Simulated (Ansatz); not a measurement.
Computed with Ansatz.

A structure relaxed at PBE0-D4/def2-TZVP, charge 0, multiplicity 1:

```xyz
11

C    -1.2887    0.1749   -1.2726
Si    0.4672   -0.2615   -0.7759
Sn    0.8311    0.0350    1.7440
H    -1.4267    0.0439   -2.3483
H    -1.5158    1.2135   -1.0231
H    -2.0082   -0.4638   -0.7557
H     1.4396    0.6035   -1.5006
H     0.7701   -1.6749   -1.1361
H    -0.2357   -0.9580    2.6397
H     0.5412    1.6524    2.2201
H     2.4259   -0.3649    2.2086
```

Task: Give its formula and SMILES.

Result: CH8SiSn, `C[SiH2][SnH3]`.

Task: Point group (tolerance 0.08 Å, 0.16 Å for H)?

Result: Cs.

Task: Summarise the bond lengths by kind.

Result: 1 × C–Si 1.876 Å; 3 × C–H 1.092 Å; 1 × Si–Sn 2.563 Å; 2 × H–Si 1.490 Å; 3 × H–Sn 1.708 to 1.711 Å.
